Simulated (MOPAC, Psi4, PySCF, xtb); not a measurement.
Intermolecular potential of C4H4S ··· H6B3N3 (SMILES c1ccsc1 and B1NBNBN1). Monomers: optimised at B3LYP-D3(BJ) (def2-TZVP), held rigid. Orientation: lowest of the rigid-body minima from ten starts at GFN2-xTB. Only R, the distance of the centres of mass, is varied, so the lowest point isn't the relaxed dimer.

- RKS-B3LYP/6-31G* = restricted B3LYP/6-31G*, spherical d, no counterpoise correction run with PySCF
- GFN1-xTB (xtb)
- AM1, restricted, heats of formation (MOPAC)
- SAPT0/jun-cc-pVDZ, frozen core (Psi4)

Interaction energies in kcal/mol; the last columns give the difference from SAPT0:

```json
[
 {"R / Å": "2.91", "RKS-B3LYP/6-31G*": "22.98", "GFN1-xTB": "3.61", "AM1": "15.16", "SAPT0/jun-cc-pVDZ": "13.65", "RKS-B3LYP/6-31G* − SAPT0/jun-cc-pVDZ": "9.33", "GFN1-xTB − SAPT0/jun-cc-pVDZ": "-10.05", "AM1 − SAPT0/jun-cc-pVDZ": "1.51"},
 {"R / Å": "3.05", "RKS-B3LYP/6-31G*": "14.43", "GFN1-xTB": "0.12", "AM1": "10.80", "SAPT0/jun-cc-pVDZ": "6.73", "RKS-B3LYP/6-31G* − SAPT0/jun-cc-pVDZ": "7.70", "GFN1-xTB − SAPT0/jun-cc-pVDZ": "-6.61", "AM1 − SAPT0/jun-cc-pVDZ": "4.06"},
 {"R / Å": "3.27", "RKS-B3LYP/6-31G*": "6.55", "GFN1-xTB": "-2.25", "AM1": "6.98", "SAPT0/jun-cc-pVDZ": "0.82", "RKS-B3LYP/6-31G* − SAPT0/jun-cc-pVDZ": "5.73", "GFN1-xTB − SAPT0/jun-cc-pVDZ": "-3.06", "AM1 − SAPT0/jun-cc-pVDZ": "6.16"},
 {"R / Å": "3.48", "RKS-B3LYP/6-31G*": "2.75", "GFN1-xTB": "-2.84", "AM1": "4.73", "SAPT0/jun-cc-pVDZ": "-1.59", "RKS-B3LYP/6-31G* − SAPT0/jun-cc-pVDZ": "4.34", "GFN1-xTB − SAPT0/jun-cc-pVDZ": "-1.25", "AM1 − SAPT0/jun-cc-pVDZ": "6.32"},
 {"R / Å": "3.64", "RKS-B3LYP/6-31G*": "1.22", "GFN1-xTB": "-2.84", "AM1": "3.49", "SAPT0/jun-cc-pVDZ": "-2.31", "RKS-B3LYP/6-31G* − SAPT0/jun-cc-pVDZ": "3.52", "GFN1-xTB − SAPT0/jun-cc-pVDZ": "-0.53", "AM1 − SAPT0/jun-cc-pVDZ": "5.79"},
 {"R / Å": "3.84", "RKS-B3LYP/6-31G*": "0.22", "GFN1-xTB": "-2.62", "AM1": "2.34", "SAPT0/jun-cc-pVDZ": "-2.50", "RKS-B3LYP/6-31G* − SAPT0/jun-cc-pVDZ": "2.73", "GFN1-xTB − SAPT0/jun-cc-pVDZ": "-0.12", "AM1 − SAPT0/jun-cc-pVDZ": "4.84"},
 {"R / Å": "4.19", "RKS-B3LYP/6-31G*": "-0.30", "GFN1-xTB": "-2.10", "AM1": "1.15", "SAPT0/jun-cc-pVDZ": "-2.10", "RKS-B3LYP/6-31G* − SAPT0/jun-cc-pVDZ": "1.80", "GFN1-xTB − SAPT0/jun-cc-pVDZ": "0.00", "AM1 − SAPT0/jun-cc-pVDZ": "3.25"},
 {"R / Å": "4.51", "RKS-B3LYP/6-31G*": "-0.26", "GFN1-xTB": "-1.63", "AM1": "0.62", "SAPT0/jun-cc-pVDZ": "-1.57", "RKS-B3LYP/6-31G* − SAPT0/jun-cc-pVDZ": "1.31", "GFN1-xTB − SAPT0/jun-cc-pVDZ": "-0.07", "AM1 − SAPT0/jun-cc-pVDZ": "2.19"},
 {"R / Å": "4.95", "RKS-B3LYP/6-31G*": "-0.06", "GFN1-xTB": "-1.11", "AM1": "0.30", "SAPT0/jun-cc-pVDZ": "-0.97", "RKS-B3LYP/6-31G* − SAPT0/jun-cc-pVDZ": "0.92", "GFN1-xTB − SAPT0/jun-cc-pVDZ": "-0.14", "AM1 − SAPT0/jun-cc-pVDZ": "1.28"},
 {"R / Å": "5.69", "RKS-B3LYP/6-31G*": "0.08", "GFN1-xTB": "-0.55", "AM1": "0.13", "SAPT0/jun-cc-pVDZ": "-0.42", "RKS-B3LYP/6-31G* − SAPT0/jun-cc-pVDZ": "0.50", "GFN1-xTB − SAPT0/jun-cc-pVDZ": "-0.13", "AM1 − SAPT0/jun-cc-pVDZ": "0.55"},
 {"R / Å": "6.68", "RKS-B3LYP/6-31G*": "0.05", "GFN1-xTB": "-0.21", "AM1": "0.07", "SAPT0/jun-cc-pVDZ": "-0.15", "RKS-B3LYP/6-31G* − SAPT0/jun-cc-pVDZ": "0.20", "GFN1-xTB − SAPT0/jun-cc-pVDZ": "-0.06", "AM1 − SAPT0/jun-cc-pVDZ": "0.21"},
 {"R / Å": "7.94", "RKS-B3LYP/6-31G*": "0.02", "GFN1-xTB": "-0.07", "AM1": "0.03", "SAPT0/jun-cc-pVDZ": "-0.05", "RKS-B3LYP/6-31G* − SAPT0/jun-cc-pVDZ": "0.07", "GFN1-xTB − SAPT0/jun-cc-pVDZ": "-0.02", "AM1 − SAPT0/jun-cc-pVDZ": "0.08"}
]
```

RKS-B3LYP/6-31G* is furthest from SAPT0/jun-cc-pVDZ at 2.91 (9.33 kcal/mol, above); its mean absolute difference over the points is 3.18 kcal/mol.

GFN1-xTB is furthest from SAPT0/jun-cc-pVDZ at 2.91 (-10.05 kcal/mol, below); its mean absolute difference over the points is 1.84 kcal/mol.

AM1 is furthest from SAPT0/jun-cc-pVDZ at 3.48 (6.32 kcal/mol, above); its mean absolute difference over the points is 3.02 kcal/mol.
